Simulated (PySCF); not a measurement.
**State search for KSi**

Unrestricted PBE0; PySCF, no relativity, basis sets K def2-TZVPP, Si def2-TZVPP. Outer shells of the fragments: K 4s1; Si 3s2 3p2.

Followed along the bond (rough minima from three points):

| 2Ms+1 | unpaired | ⟨S²⟩ at the start | R at minimum (Å) | Te (eV) |
| --- | --- | --- | --- | --- |
| 4 | σ ↑, π ↑↑ | 3.75 | 3.06 | 0.00 |
| 2 | σ ↑, π ↑↓ | 1.77 | 3.08 | 0.45 |
| 2 | σ ↓, π ↑↑ | 1.77 | 3.10 | 0.45 |
| 2 | π ↑ | 0.77 | 3.31 | 0.80 |
| 2 | σ ↑ | 0.76 | 3.08 | 1.32 |

Solutions found at the starting distance of 3.060 Å, counted from the lowest of them; the search is not exhaustive and high or unbound solutions are not listed, so other states can lie among these:

```json
{"2Ms+1": "4", "unpaired": "σ ↑, π ↑↑", "term": "⁴Σ⁻", "E (eV)": "0.00", "⟨S²⟩": "3.75", "⟨Lz²⟩": "0.00", "μ (D)": "-9.58"}
{"2Ms+1": "2", "unpaired": "σ ↑, π ↑↓", "term": "mixed", "E (eV)": "0.45", "⟨S²⟩": "1.77", "⟨Lz²⟩": "2.03", "μ (D)": "-9.39"}
{"2Ms+1": "2", "unpaired": "σ ↓, π ↑↑", "term": "mixed", "E (eV)": "0.45", "⟨S²⟩": "1.77", "⟨Lz²⟩": "0.00", "μ (D)": "-9.15"}
{"2Ms+1": "2", "unpaired": "π ↑", "term": "²Π", "E (eV)": "0.87", "⟨S²⟩": "0.77", "⟨Lz²⟩": "1.01", "μ (D)": "-7.27"}
{"2Ms+1": "2", "unpaired": "σ ↑", "term": "mixed", "E (eV)": "1.32", "⟨S²⟩": "0.76", "⟨Lz²⟩": "2.01", "μ (D)": "-9.27"}
{"2Ms+1": "2", "unpaired": "π ↑", "term": "²Π", "E (eV)": "1.67", "⟨S²⟩": "0.76", "⟨Lz²⟩": "1.02", "μ (D)": "-9.98"}
```

A term symbol is given only where ⟨S²⟩ and ⟨Lz²⟩ are close to those of a pure state; real π, δ and φ orbitals otherwise mix terms. A positive dipole means K(−)Si(+).
